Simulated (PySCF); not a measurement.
Radial density of Ru²⁺ (ruthenium, charge +2)

UHF, [Kr] 4d6, high-spin 5D determinant. Calculation: PySCF 2.14, in def2-SVP with the def2 core potential (28 electrons); a scalar-relativistic core potential. This is the valence pseudo-density: the core potential removes the inner electrons and smooths the orbitals near the nucleus.

```
r (bohr)  4πr²ρ (e/bohr)  4πr²(ρα − ρβ)
  0.0338       1.682e-05         0.0000
  0.0568       4.592e-05         0.0000
  0.0956       0.0001267         0.0000
   0.161       0.0007922         0.0002
   0.270         0.02848         0.0065
   0.455           1.020         0.1504
   0.765           10.17         1.6133
    1.29           10.81         3.0820
    2.16           1.983         1.0285
    3.64         0.09116         0.0457
    6.12       0.0004952         0.0002
```

Energies and moments cover only the electrons outside the core potential.
